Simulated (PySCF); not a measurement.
CH₇GeN, SMILES [CH3][GeH2][NH2]. Atoms are numbered in the order given.

```xyz
10

Ge     0.3528    -0.0369     0.0000
C     -0.6623     1.6381     0.0000
N     -0.6693    -1.5687     0.0000
H      1.2312    -0.1062    -1.2654
H      1.2312    -0.1062     1.2654
H     -1.3021     1.7043     0.8926
H     -1.3021     1.7043    -0.8926
H      0.0221     2.5002     0.0000
H     -1.2556    -1.6812     0.8231
H     -1.2556    -1.6812    -0.8231
```

Geometry optimised at PBE0-D3(BJ)/def2-SVP. This is a generated structure with no PubChem entry under its InChIKey; it may be hypothetical. Other conformers were not sampled.

Level of theory: TDDFT-PBE/def2-SVPD (PySCF 2.14.0).

Vertical excitations. Isolated molecule, no solvent. State labels are in the subgroup Cs.

| state | symmetry | energy (eV) | λ (nm) | f | main pairs |
|---|---|---|---|---|---|
| S1 | A' | 5.50 | 226 | 0.037 | HOMO→LUMO 98 % |
| S2 | A' | 6.07 | 204 | 0.005 | HOMO→LUMO+1 99 % |
| S3 | A' | 6.42 | 193 | 0.055 | HOMO→LUMO+2 96 % |
| S4 | A' | 6.94 | 179 | 0.006 | HOMO→LUMO+3 98 % |
| S5 | A" | 7.13 | 174 | 0.000 | HOMO→LUMO+4 99 % |
| S6 | A" | 7.43 | 167 | 0.001 | HOMO→LUMO+5 72 %, HOMO−1→LUMO 28 % |
| S7 | A" | 7.47 | 166 | 0.028 | HOMO−1→LUMO 71 %, HOMO→LUMO+5 27 % |
| S8 | A' | 7.53 | 165 | 0.011 | HOMO−2→LUMO 98 % |
| S9 | A' | 7.83 | 158 | 0.016 | HOMO→LUMO+6 98 % |
| S10 | A' | 8.03 | 154 | 0.029 | HOMO→LUMO+7 93 % |
| T1 | A' | 5.21 | 238 | 0 | HOMO→LUMO 99 % |
| T2 | A' | 5.87 | 211 | 0 | HOMO→LUMO+1 99 % |
| T3 | A' | 6.13 | 202 | 0 | HOMO→LUMO+2 98 % |
| T4 | A' | 6.79 | 183 | 0 | HOMO→LUMO+3 99 % |
Triplets are in the Tamm–Dancoff approximation, which puts them higher than full response would, so one can lie above its singlet here.
